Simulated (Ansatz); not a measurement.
A nudged elastic band was laid between two geometries of Ge2H6O + H2 (11 atoms, charge 0, multiplicity 1).

These are results of RKS PBE-D4/def2-SVP (Ansatz), not measurements.

```yaml
movable_images: 7
climbing_image: yes
spring: 5.0 eV/Å²
optimiser: quadratic models (default)
start_path: through a guess of the saddle point
force_threshold: 0.03 eV/Å
iteration_limit: 60
end_points: relaxed
```

Image 0:

```xyz
11
Properties=species:S:1:pos:R:3
Ge -0.093 -0.261 -0.306
O 0.045 -0.102 1.501
H -0.836 -0.006 1.909
Ge 2.217 -0.268 -1.062
H 2.981 -1.459 -0.427
H 2.257 -0.415 -2.607
H 2.916 1.058 -0.667
H -0.922 0.930 -0.881
H -0.837 -1.589 -0.649
H 1.188 2.553 2.711
H 0.955 1.877 2.420
```

Image 8:

```xyz
11
Properties=species:S:1:pos:R:3
Ge -0.231 0.676 -0.456
O 1.278 -0.114 2.221
H 0.491 -0.685 2.302
Ge 2.053 -0.099 -0.792
H 2.226 -1.544 -0.265
H 2.383 -0.103 -2.314
H 3.057 0.847 -0.090
H -0.928 1.080 -1.787
H -1.108 -0.429 0.200
H -0.279 1.920 0.477
H 0.927 0.768 2.445
```

Q: Which bonds break or form, and what moves?

A: Bonds broken: Ge1–O2, H10–H11. Bonds formed: Ge1–H10, O2–H11. Ge2H6O + H2 becomes Ge2H6 + H2O.

Q: Give the energies along the band, and the barrier.

A: The forces met the threshold. The highest image is number 4 of 0 to 8, 148.9 kJ/mol above the first end and 166.5 kJ/mol above the last; the last end lies 17.6 kJ/mol below the first. Neighbouring images differ by up to 1.5 eV, so the band resolves the path poorly. A vibrational analysis at the climbing image gives one clearly imaginary mode, 1155i cm⁻¹: a first-order saddle point. The orbitals stay closed-shell, which can raise the energy where a bond breaks towards radicals; this wasn't checked here.

```json
{"image": "0", "path coordinate (Å)": "0.00", "energy (kJ/mol)": "0.0", "Ge1–O2 (Å)": "1.82", "H10–H11 (Å)": "0.77", "Ge1–H10 (Å)": "4.32"}
{"image": "1", "path coordinate (Å)": "1.44", "energy (kJ/mol)": "1.5", "Ge1–O2 (Å)": "1.82", "H10–H11 (Å)": "0.77", "Ge1–H10 (Å)": "4.04"}
{"image": "2", "path coordinate (Å)": "2.88", "energy (kJ/mol)": "2.6", "Ge1–O2 (Å)": "1.82", "H10–H11 (Å)": "0.77", "Ge1–H10 (Å)": "4.02"}
{"image": "3", "path coordinate (Å)": "4.31", "energy (kJ/mol)": "8.1", "Ge1–O2 (Å)": "1.82", "H10–H11 (Å)": "0.77", "Ge1–H10 (Å)": "3.14"}
{"image": "4", "path coordinate (Å)": "5.75", "energy (kJ/mol)": "148.9", "Ge1–O2 (Å)": "2.06", "H10–H11 (Å)": "1.10", "Ge1–H10 (Å)": "1.96"}
{"image": "5", "path coordinate (Å)": "7.19", "energy (kJ/mol)": "9.6", "Ge1–O2 (Å)": "3.09", "H10–H11 (Å)": "1.71", "Ge1–H10 (Å)": "1.56"}
{"image": "6", "path coordinate (Å)": "8.63", "energy (kJ/mol)": "-8.6", "Ge1–O2 (Å)": "3.20", "H10–H11 (Å)": "2.36", "Ge1–H10 (Å)": "1.55"}
{"image": "7", "path coordinate (Å)": "10.08", "energy (kJ/mol)": "-13.2", "Ge1–O2 (Å)": "3.16", "H10–H11 (Å)": "2.62", "Ge1–H10 (Å)": "1.56"}
{"image": "8", "path coordinate (Å)": "11.52", "energy (kJ/mol)": "-17.6", "Ge1–O2 (Å)": "3.17", "H10–H11 (Å)": "2.58", "Ge1–H10 (Å)": "1.56"}
```

Q: What is the geometry of the highest image?

A: 
```xyz
11
Properties=species:S:1:pos:R:3:forces:R:3
Ge 0.171 -0.041 0.063 0.00 0.00 0.00
O -0.016 0.423 2.065 0.00 0.00 0.00
H -0.940 0.373 2.394 0.00 0.00 0.00
Ge 2.400 -0.158 -0.916 0.00 0.00 0.00
H 2.582 -1.448 -1.766 0.00 0.00 0.00
H 2.649 1.092 -1.798 0.00 0.00 0.00
H 3.435 -0.179 0.238 0.00 0.00 0.00
H -0.969 0.519 -0.834 0.00 0.00 0.00
H -0.273 -1.505 0.445 0.00 0.00 0.00
H 0.586 1.814 0.541 0.00 0.00 0.00
H 0.245 1.426 1.509 0.00 0.00 0.00
```

Time of the run: 8.3 min on 4 threads of Arm Neoverse V1 (shared host), peak memory 0.22 GiB.
